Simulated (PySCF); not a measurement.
**Radial density of In⁻ (indium, charge -1)**

UHF, [Kr] 4d10 5s2 5p2, high-spin 3P determinant. Computed with PySCF 2.14 in aug-cc-pVQZ-PP with one added diffuse shell each of s, p, d, f, g type with ECP28MDF (8s8p6d4f3g, 117 functions), with scalar relativity through the core potential. This is the valence pseudo-density: the core potential removes the inner electrons and smooths the orbitals near the nucleus.

| r (bohr) | 4πr²ρ (e/bohr) | 4πr²(ρα − ρβ) |
| --- | --- | --- |
| 0.00806 | 1.042e-05 | 0.0000 |
| 0.0136 | 2.348e-05 | 0.0000 |
| 0.0228 | 4.829e-05 | 0.0000 |
| 0.0384 | 9.218e-05 | 0.0000 |
| 0.0645 | 0.0002614 | 0.0000 |
| 0.109 | 0.001925 | 0.0000 |
| 0.183 | 0.02609 | 0.0000 |
| 0.307 | 0.5144 | -0.0004 |
| 0.516 | 8.281 | 0.0048 |
| 0.869 | 21.51 | -0.0060 |
| 1.46 | 7.447 | 0.0223 |
| 2.46 | 1.745 | 0.3548 |
| 4.13 | 0.6541 | 0.4105 |
| 6.95 | 0.1571 | 0.1472 |
| 11.7 | 0.01834 | 0.0183 |
| 19.7 | 0.0006447 | 0.0006 |

Energies and moments cover only the electrons outside the core potential.

Question: Where is the radial spin density 4πr²(ρα − ρβ) most negative, and why is it negative at all?

Answer: Around r = 0.869 bohr, down to -0.0060 e/bohr: exchange with the open shell polarises the paired shells in an unrestricted calculation.
